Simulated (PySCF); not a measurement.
## Correlation energy of Zn⁺ (zinc, charge +1)

[Ar] 3d10 4s1, 2S determinant. Computed with PySCF 2.14 in aug-cc-pwCVDZ-PP with ECP10MDF (6s6p5d3f, 70 functions), with scalar relativity through the core potential. Frozen: 3s2 3p6; 11 electrons correlated.

```tsv
level	correlation energy (mhartree)
CCSD	-428.97
(T)	-12.26
CCSD(T)	-441.23
```

Diagnostics: T1 = 0.011, D1 = 0.0322, largest double amplitude 0.017.

Cost of the coupled-cluster step: about 14 core-seconds, for 11 correlated electrons.
